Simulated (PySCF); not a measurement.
Si(Cl)2(OH)(NH2) (Cl₂H₃NOSi), SMILES N[Si](O)(Cl)Cl. The structure is a stationary point at PBE-D3(BJ)/def2-SVP. The structure was generated by enumeration, and PubChem lists no compound with its InChIKey, so it may never have been made. The values are those of a single conformer.

All values below come from PBE-D3(BJ)/def2-SVP run with PySCF 2.14.0.

Harmonic wavenumbers (cm⁻¹): 138, 169, 213, 260, 269, 287, 328, 352, 478, 567, 790, 830, 870, 960, 1475, 3509, 3614, 3760. Rotational constants (GHz): 2.708, 1.916, 1.586; symmetry number 1.

### Question
Work out the zero-point energy and the ideal-gas rigid-rotor harmonic-oscillator thermochemistry at 298.15 K and 1 atm.

### Answer
ZPE = ½ Σ hcν = ½ × 18871 cm⁻¹ = 26.98 kcal/mol. H − E(el) = 32.24 kcal/mol. Entropy in cal/(mol K): translation 40.55, rotation 28.06, vibration 16.38, total 84.98. G − E(el) = 6.90 kcal/mol. Cp = 26.65 cal/(mol K). Modes under 150 cm⁻¹ make the vibrational entropy uncertain.
